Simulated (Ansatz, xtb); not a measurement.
A geometry optimisation of F2GeH2NSi with r2SCAN-D4/def2-SVP

The starting geometry of this gas-phase doublet was built from a drawn formula by distance geometry and a force field; its bonds are those of `F[Si]1(F)[NH][GeH]1`.

```xyz
7

F    -3.7051   -1.7018   -2.2692
F    -2.8412    0.4469   -0.4988
Ge   -0.6922   -2.2674   -0.7180
N    -2.3684   -2.2860    0.1403
Si   -2.6395   -1.0869   -1.1307
H    -2.2111   -1.7201    1.0169
H    -0.6245   -3.4256   -1.7047
```

Q: Predict what it relaxes into with r2SCAN-D4/def2-SVP.

A: It keeps its bonds, and is `F[Si]1(F)[NH][GeH]1`.

The energy falls by 1.14 eV over 12 steps:

| step | E − E(last) (eV) |
| --- | --- |
| 1 | 1.139 |
| 2 | 0.763 |
| 3 | 0.531 |
| 5 | 0.206 |
| 6 | 0.156 |
| 7 | 0.037 |
| 8 | 0.019 |
| 10 | 0.001 |
| 11 | 0.000 |
| 12 | 0.000 |

Final geometry (Å):

```xyz
7

F    -3.9699   -1.4630   -1.9108
F    -2.8135    0.5722   -0.9412
Ge   -0.5960   -2.1001   -0.9785
N    -2.1283   -1.9495    0.1896
Si   -2.6264   -1.0198   -1.1310
H    -2.4949   -2.4694    0.9837
H    -0.4530   -3.6113   -1.3760
```

From the same start GFN2-xTB ends elsewhere, differing in Ge3–Si5 (3.21 against 2.31 Å here).

No frequencies were run, so the end isn't proven a minimum. Open shells are spin-unrestricted. Run with Ansatz 0.2.0, 52 s on 2 threads of Intel(R) Xeon(R) 6975P-C (Granite Rapids), on a shared host.
